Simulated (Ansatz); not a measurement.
Clusters of 6 atoms, III-V: gap (eV) at several levels, gas phase, relaxed structures; Ansatz. Clusters are the lowest isomers that short searches found in that spin, judged at the geometry's level. Core potentials for In, Sb in the def2 sets, no spin–orbit coupling. HOMO and LUMO are taken over both spins. Singlets are spin-restricted. The structures are stationary points that may keep the symmetry of their start. Remarks come from the PBE and PBE0 runs and from stability tests at other levels; not every state was tested. HOMO above LUMO (over both spins in singlets and doublets, within one spin in higher multiplets; at PBE or PBE0), or a gap under 0.15 eV within one spin, warns that the state may not be the lowest or that an electron is smeared out.

```csv
species,state,geometry,PBE-D4/def2-SVP,PBE-D4/def2-TZVP,r2SCAN-D4/def2-TZVP,PBE0-D4/def2-SVP,PBE0-D4/def2-TZVP,remarks
In3As3⁺,doublet,PBE-D4/def2-SVP,0.46,0.47,0.80,1.81,1.84,–
Al3Sb3⁺,doublet,PBE0-D4/def2-SVP,0.42,0.41,0.71,1.62,1.63,spin-contaminated (⟨S²⟩ up to 0.87)
In3P3⁺,doublet,PBE-D4/def2-SVP,0.44,0.46,0.77,1.85,1.87,–
B3As3,singlet,r2SCAN-D4/def2-SVP,2.25,2.22,2.46,3.91,3.87,–
Ga3N3,singlet,B3LYP-D4/def2-SVP,0.83,0.88,1.24,2.77,2.82,–
B3N3,singlet,PBE0-D4/def2-SVP,3.80,3.70,4.21,5.99,5.86,–
Ga3N3⁺,doublet,PBE-D4/def2-SVP,0.07,0.07,0.50,1.97,1.99,"near-degenerate levels, gap within one spin near zero"
```
